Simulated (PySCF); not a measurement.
**The first ionisation energy along the 5p block**

All values are computed (PySCF 2.14, energy differences of UHF-based or UKS calculations, no spin-orbit coupling). Values in eV. The last column holds reference values (NIST; (s) semi-empirical, (t) theoretical, else measured). Unmarked ones compare directly (S terms, centres of terms, or small fine structure); those marked * lie between the lowest fine-structure levels and include a spin-orbit shift.

| element | configurations | UHF | SCS-MP2 (valence) | CCSD (valence) | CCSD(T) (valence) | LDA | r2SCAN | reference |
| --- | --- | --- | --- | --- | --- | --- | --- | --- |
| In (aug-cc-pVTZ-DK3, spin-free X2C) | [Kr] 4d10 5s2 5p1 → [Kr] 4d10 5s2 | 5.214 | 5.385 | 5.455 | 5.476 | 5.717 | 5.709 | 5.603 |
| Sn (aug-cc-pVTZ-DK3, spin-free X2C) | [Kr] 4d10 5s2 5p2 → [Kr] 4d10 5s2 5p1 | 6.851 | 7.090 | 7.185 | 7.212 | 7.420 | 7.403 | 7.389 |
| Sb (aug-cc-pVTZ-DK3, spin-free X2C) | [Kr] 4d10 5s2 5p3 → [Kr] 4d10 5s2 5p2 | 8.580 | 8.869 | 8.978 | 9.009 | 9.132 | 9.163 | 9.124 |
| Te (aug-cc-pVTZ-DK3, spin-free X2C) | [Kr] 4d10 5s2 5p4 → [Kr] 4d10 5s2 5p3 | 7.726 | 8.411 | 8.476 | 8.509 | 9.004 | 8.735 | 8.749 |
| Xe (aug-cc-pVTZ-DK3, spin-free X2C) | [Xe] → [Kr] 4d10 5s2 5p5 | 11.468 | 12.234 | 12.202 | 12.248 | 12.641 | 12.432 | 12.565 |

Fill in the row of I (aug-cc-pVTZ-DK3, spin-free X2C) ([Kr] 4d10 5s2 5p5 → [Kr] 4d10 5s2 5p4).

UHF 9.547; SCS-MP2 (valence) 10.291; CCSD (valence) 10.307; CCSD(T) (valence) 10.348; LDA 10.808; r2SCAN 10.540; reference 10.519 (eV).

"Valence" correlates the outer s and p shells and, in groups 3 to 12 and the f block, the outer d or f shell, open or full, or the next shell where the ion has no valence electron left; the wider scheme adds the next inner shell.
